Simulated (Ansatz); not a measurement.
GaO₃. The state is a doublet with charge 0. Geometry r2SCAN-D4/def2-TZVP; atoms count from 1.

```
atom    x (Å)    y (Å)    z (Å)
 Ga1  -0.3188  -0.3043   0.2090
  O2  -1.4007  -1.3337   0.9172
  O3   0.7828   1.2590  -0.0406
  O4   0.9366   0.3790  -1.0856
```

The structure holds one bond between oxygen atoms, so isomers without such links may lie far lower. The structure comes from a short search, and lower isomers may exist.

Problem. Estimate the Mulliken populations from the PBE0/def2-TZVP orbitals of Ansatz.

Solution. 
| atom | charge (e) | spin (α − β) |
| --- | --- | --- |
| Ga1 | 0.68 | -0.02 |
| O2 | -0.46 | -0.02 |
| O3 | -0.11 | 0.52 |
| O4 | -0.11 | 0.52 |
Mulliken values and Mayer orders depend strongly on the basis.

Problem. Where does the spin sit?

Solution. Summed by element: Ga -0.02, O 1.02, of 1 unpaired in all. Largest on single atoms: O3 0.52, O4 0.52, Ga1 -0.02.

Problem. And the Mayer bond orders between bonded heavy atoms (over 0.3)?

Solution. Ga1–O2 2.11 (1.65 Å); Ga1–O3 0.61 (1.93 Å); Ga1–O4 0.61 (1.93 Å); O3–O4 1.27 (1.37 Å).
